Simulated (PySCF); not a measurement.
**Simulated absorption spectrum**

C3H11AsGe.
Atom-mapped SMILES: `[CH3:1][CH2:2][CH2:3][GeH2:4][AsH2:5]` (hydrogens: H6, H7, H8 on C1; H9, H10 on C2; H11, H12 on C3; H13, H14 on Ge4; H15, H16 on As5)

Cartesian coordinates in Å at the PBE0-D3(BJ)/def2-SVP level; atoms count from 1:
```
atom  x, y, z in Å
C1    -1.4225   -0.4422   -1.1102
C2    -1.0597   -0.9379    0.2808
C3    -0.6168    0.1629    1.2412
Ge4    1.0077    1.1324    0.6995
As5    2.6505   -0.4991   -0.0408
H6    -2.2254    0.3117   -1.0689
H7    -0.5615    0.0271   -1.6143
H8    -1.7698   -1.2652   -1.7531
H9    -1.9265   -1.4657    0.7156
H10   -0.2626   -1.6995    0.2049
H11   -1.4191    0.9083    1.3776
H12   -0.4080   -0.2592    2.2375
H13    0.7142    2.1805   -0.3948
H14    1.6059    1.8631    1.9207
H15    3.6195    0.5828   -0.5061
H16    2.0245   -0.6162   -1.4277
```

Method used: TDDFT PBE0/def2-SVPD, vertical, gas phase, core orbitals frozen in the response (PySCF). Relativistic effects, spin–orbit coupling among them, are left out although an element past zinc is present.

Broadening: Gaussians 0.3 eV wide at half height, area fixed by f = 4.319×10⁻⁹ ∫ε dν̃. The width is an assumption, not a result. The curve ends short of the highest state used, and states not computed would add to its high-energy end.

```json
{"E (eV)": "5.74", "ε (L mol⁻¹ cm⁻¹)": "4"}
{"E (eV)": "5.77", "ε (L mol⁻¹ cm⁻¹)": "9"}
{"E (eV)": "5.80", "ε (L mol⁻¹ cm⁻¹)": "19"}
{"E (eV)": "5.84", "ε (L mol⁻¹ cm⁻¹)": "48"}
{"E (eV)": "5.87", "ε (L mol⁻¹ cm⁻¹)": "90"}
{"E (eV)": "5.90", "ε (L mol⁻¹ cm⁻¹)": "161"}
{"E (eV)": "5.93", "ε (L mol⁻¹ cm⁻¹)": "275"}
{"E (eV)": "5.97", "ε (L mol⁻¹ cm⁻¹)": "518"}
{"E (eV)": "6.00", "ε (L mol⁻¹ cm⁻¹)": "791"}
{"E (eV)": "6.03", "ε (L mol⁻¹ cm⁻¹)": "1158"}
{"E (eV)": "6.06", "ε (L mol⁻¹ cm⁻¹)": "1636"}
{"E (eV)": "6.10", "ε (L mol⁻¹ cm⁻¹)": "2486"}
{"E (eV)": "6.13", "ε (L mol⁻¹ cm⁻¹)": "3334"}
{"E (eV)": "6.16", "ε (L mol⁻¹ cm⁻¹)": "4432"}
{"E (eV)": "6.19", "ε (L mol⁻¹ cm⁻¹)": "5873"}
{"E (eV)": "6.23", "ε (L mol⁻¹ cm⁻¹)": "8502"}
{"E (eV)": "6.26", "ε (L mol⁻¹ cm⁻¹)": "11103"}
{"E (eV)": "6.29", "ε (L mol⁻¹ cm⁻¹)": "14235"}
{"E (eV)": "6.33", "ε (L mol⁻¹ cm⁻¹)": "18978"}
{"E (eV)": "6.36", "ε (L mol⁻¹ cm⁻¹)": "22559"}
{"E (eV)": "6.39", "ε (L mol⁻¹ cm⁻¹)": "25684"}
{"E (eV)": "6.42", "ε (L mol⁻¹ cm⁻¹)": "27896"}
{"E (eV)": "6.46", "ε (L mol⁻¹ cm⁻¹)": "28804"}
{"E (eV)": "6.49", "ε (L mol⁻¹ cm⁻¹)": "27763"}
{"E (eV)": "6.52", "ε (L mol⁻¹ cm⁻¹)": "25368"}
{"E (eV)": "6.55", "ε (L mol⁻¹ cm⁻¹)": "21960"}
{"E (eV)": "6.59", "ε (L mol⁻¹ cm⁻¹)": "16643"}
{"E (eV)": "6.62", "ε (L mol⁻¹ cm⁻¹)": "12683"}
{"E (eV)": "6.65", "ε (L mol⁻¹ cm⁻¹)": "9154"}
{"E (eV)": "6.68", "ε (L mol⁻¹ cm⁻¹)": "6268"}
{"E (eV)": "6.72", "ε (L mol⁻¹ cm⁻¹)": "3519"}
{"E (eV)": "6.75", "ε (L mol⁻¹ cm⁻¹)": "2212"}
{"E (eV)": "6.78", "ε (L mol⁻¹ cm⁻¹)": "1431"}
{"E (eV)": "6.81", "ε (L mol⁻¹ cm⁻¹)": "1057"}
{"E (eV)": "6.85", "ε (L mol⁻¹ cm⁻¹)": "1014"}
{"E (eV)": "6.88", "ε (L mol⁻¹ cm⁻¹)": "1222"}
{"E (eV)": "6.91", "ε (L mol⁻¹ cm⁻¹)": "1573"}
{"E (eV)": "6.95", "ε (L mol⁻¹ cm⁻¹)": "2181"}
{"E (eV)": "6.98", "ε (L mol⁻¹ cm⁻¹)": "2688"}
{"E (eV)": "7.01", "ε (L mol⁻¹ cm⁻¹)": "3198"}
{"E (eV)": "7.04", "ε (L mol⁻¹ cm⁻¹)": "3681"}
{"E (eV)": "7.08", "ε (L mol⁻¹ cm⁻¹)": "4254"}
{"E (eV)": "7.11", "ε (L mol⁻¹ cm⁻¹)": "4621"}
{"E (eV)": "7.14", "ε (L mol⁻¹ cm⁻¹)": "4935"}
```

Task: Locate the maxima and give the states behind the curve.

Result: 192 nm (6.45 eV), ε about 29000, made up of S3 (98%) (ε in L mol⁻¹ cm⁻¹; maxima over ε = 5, shares over 10%). At its high-energy end, 7.14 eV, the curve is still rising (ε about 4900, from S4, S5 and S6). The states used: S1 6.19 eV (f 0.019); S2 6.25 eV (f 0.014); S3 6.46 eV (f 0.315); S4 7.05 eV (f 0.021); S5 7.07 eV (f 0.011); S6 7.26 eV (f 0.045); S7 7.46 eV (f 0.0062); S8 7.51 eV (f 0.043); S9 7.59 eV (f 0.040); S10 7.74 eV (f 0.024).

Task: On this curve, what absorbance would a 10⁻⁴ mol/L sample give at 193 nm over a 1 cm path?

Result: 193 nm is 6.424 eV, where ε is about 28000 L mol⁻¹ cm⁻¹, so A = ε c l ≈ 2.8 (Beer–Lambert, with the gas-phase spectrum and the assumed width).

Task: Coming from long wavelengths, where does ε first pass 100 L mol⁻¹ cm⁻¹?

Result: At about 211 nm (5.88 eV), 0.31 eV below S1.

Task: What would ε be at 6.45 eV, the highest of these maxima, with half the width (0.15 eV)?

Result: About 56200 L mol⁻¹ cm⁻¹ against 28800, a factor of about 1.9; a lone state at its own centre would give exactly 2.

All these states lie below the vertical ionisation energy of 9.14 eV (ΔSCF).

Hardware: Intel Xeon Platinum 8488C, one thread, no GPU, shared host. Cost: 3.6 min of wall time, 0.96 GiB resident at most.

One conformer stands for the species.
